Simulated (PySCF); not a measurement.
A calculated (UHF, PySCF 2.14, cc-pVDZ-DK, the spin-free X2C one-electron Hamiltonian (Gaussian nucleus)) atom or ion has these occupied shells.

```csv
shell,electrons,orbital energy (eV),"rms radius, mean of both spins (bohr)"
1s α,1,-2523.5,0.112
1s β,1,-2522.7,0.112
2s α,1,-258.34,0.516
2s β,1,-257.46,0.516
2p α,3,-194.09,0.491
2p β,3,-192.54,0.491
3s α,1,-38.626,1.79
3s β,1,-29.297,1.79
3p α,3,-23.467,2.06
```

Question: Name the element and its charge.

Answer: S⁺ (sulfur, charge +1), in [Ne] 3s2 3p3, high-spin 4S determinant.
